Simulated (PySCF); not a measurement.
Isomers of C6H11BO2.

All values: PBE0/pcSseg-1 (PySCF) at PBE0-D3(BJ)/def2-SVP geometries, gas phase, one conformer each.

**Question.** Rank by HOMO–LUMO gap, highest first.
A. `[CH3:1][CH:2]([CH3:3])[C:4]1=[CH:5][O:6][BH2-:7][O+:8]=[CH:9]1` with C1–C2–C4–C5 -106°, C4–C5–O6–B7 16°, C5–O6–B7–O8 -40°, O6–B7–O8–C9 39°, C2–C4–C9–O8 178°
B. `[CH2:1]=[CH:2][CH2:3][C@@H:4]1[CH2:5][CH2:6][O:7][BH:8][O:9]1` with C1–C2–C3–C4 -107°, C2–C3–C4–C5 -61°, C3–C4–C5–C6 -173°, C4–C5–C6–O7 52°, C5–C6–O7–B8 -26°, C6–O7–B8–O9 -1°
C. `[CH3:1][C:2]([CH3:3])([CH3:4])[C:5]#[C:6][B:7]([OH:8])[OH:9]` with C6–B7–O8–H 180°, C6–B7–O9–H 180°
D. `[CH2:1]=[C:2]([CH3:3])[C@H:4]1[CH2:5][CH2:6][O:7][BH:8][O:9]1` with C1–C2–C4–C5 -117°, C2–C4–C5–C6 176°, C4–C5–C6–O7 -52°, C5–C6–O7–B8 26°, C6–O7–B8–O9 1°

**Answer.** B (7.70 eV), D (7.56 eV), C (7.37 eV), A (4.66 eV).

**Question.** Rank by LUMO energy, highest first.
A. `[CH2:1]=[CH:2][CH2:3][C@@H:4]1[CH2:5][CH2:6][O:7][BH:8][O:9]1` with C1–C2–C3–C4 -107°, C2–C3–C4–C5 -61°, C3–C4–C5–C6 -173°, C4–C5–C6–O7 52°, C5–C6–O7–B8 -26°, C6–O7–B8–O9 -1°
B. `[CH3:1][CH:2]([CH3:3])[C:4]1=[CH:5][O:6][BH2-:7][O+:8]=[CH:9]1` with C1–C2–C4–C5 -106°, C4–C5–O6–B7 16°, C5–O6–B7–O8 -40°, O6–B7–O8–C9 39°, C2–C4–C9–O8 178°
C. `[CH2:1]=[C:2]([CH3:3])[C@H:4]1[CH2:5][CH2:6][O:7][BH:8][O:9]1` with C1–C2–C4–C5 -117°, C2–C4–C5–C6 176°, C4–C5–C6–O7 -52°, C5–C6–O7–B8 26°, C6–O7–B8–O9 1°

**Answer.** C (0.29 eV), A (0.01 eV), B (-2.32 eV).

All values together:

```csv
SMILES,μ (D),HOMO (eV),LUMO (eV),lowest IAO charge (e),highest IAO charge (e),lowest Hirshfeld charge (e),highest Hirshfeld charge (e)
CC(C)C1=CO[BH2-][O+]=C1,5.13,-6.98,-2.32,-0.408 (C),+0.212 (C),-0.116 (C),+0.127 (C)
CC(C)(C)C#CB(O)O,1.58,-7.36,0.02,-0.538 (O),+0.484 (B),-0.256 (O),+0.244 (B)
C=CC[C@@H]1CCOBO1,2.99,-7.69,0.01,-0.409 (O),+0.351 (B),-0.182 (O),+0.203 (B)
C=C(C)[C@H]1CCOBO1,3.26,-7.26,0.29,-0.417 (C),+0.352 (B),-0.182 (O),+0.207 (B)
```

Conformers: `[CH3:1][CH:2]([CH3:3])[C:4]1=[CH:5][O:6][BH2-:7][O+:8]=[CH:9]1` with C1–C2–C4–C5 -106°, C4–C5–O6–B7 16°, C5–O6–B7–O8 -40°, O6–B7–O8–C9 39°, C2–C4–C9–O8 178°; `[CH3:1][C:2]([CH3:3])([CH3:4])[C:5]#[C:6][B:7]([OH:8])[OH:9]` with C6–B7–O8–H 180°, C6–B7–O9–H 180°; `[CH2:1]=[CH:2][CH2:3][C@@H:4]1[CH2:5][CH2:6][O:7][BH:8][O:9]1` with C1–C2–C3–C4 -107°, C2–C3–C4–C5 -61°, C3–C4–C5–C6 -173°, C4–C5–C6–O7 52°, C5–C6–O7–B8 -26°, C6–O7–B8–O9 -1°; `[CH2:1]=[C:2]([CH3:3])[C@H:4]1[CH2:5][CH2:6][O:7][BH:8][O:9]1` with C1–C2–C4–C5 -117°, C2–C4–C5–C6 176°, C4–C5–C6–O7 -52°, C5–C6–O7–B8 26°, C6–O7–B8–O9 1°.
